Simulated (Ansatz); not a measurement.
Ansatz (a program for electronic structure) input:

Ansatz 0.2 input:
```yaml
crystal:
  periodic: [false, false, false]
  atoms:
    - {symbol: Si, position_ang: [0.73898287, 0.26936144, 0.64122572]}
    - {symbol: Cl, position_ang: [1.64281831, -1.30966917, -0.21015980]}
    - {symbol: Cl, position_ang: [0.43227763, 1.82615936, -0.59422033]}
    - {symbol: N, position_ang: [-0.97376412, -0.35164648, 1.03265015]}
    - {symbol: Si, position_ang: [-2.18720817, -0.56757647, -0.40771012]}
    - {symbol: H, position_ang: [1.32065914, 0.65472568, 1.92474267]}
    - {symbol: H, position_ang: [-1.40317531, 0.27824762, 1.71695889]}
    - {symbol: H, position_ang: [-3.13619132, -1.56027787, 0.11198291]}
    - {symbol: H, position_ang: [-1.34576924, -1.04398442, -1.50910972]}
    - {symbol: H, position_ang: [-2.74259553, 0.77743875, -0.58324692]}
    - {symbol: H, position_ang: [-0.87805534, -1.24994751, 1.51536526]}
basis:
  gaussian:
    orbitals: def2-TZVPD
hamiltonian:
  xc: {name: CAM-B3LYP}
total_charge: 1
output: {forces: true}
```

Task: Which total energy does the run end on?

Result: -1557.71645 Eh (CAM-B3LYP/def2-TZVPD). The basis has 269 functions.

It need not be the lowest isomer of its formula.
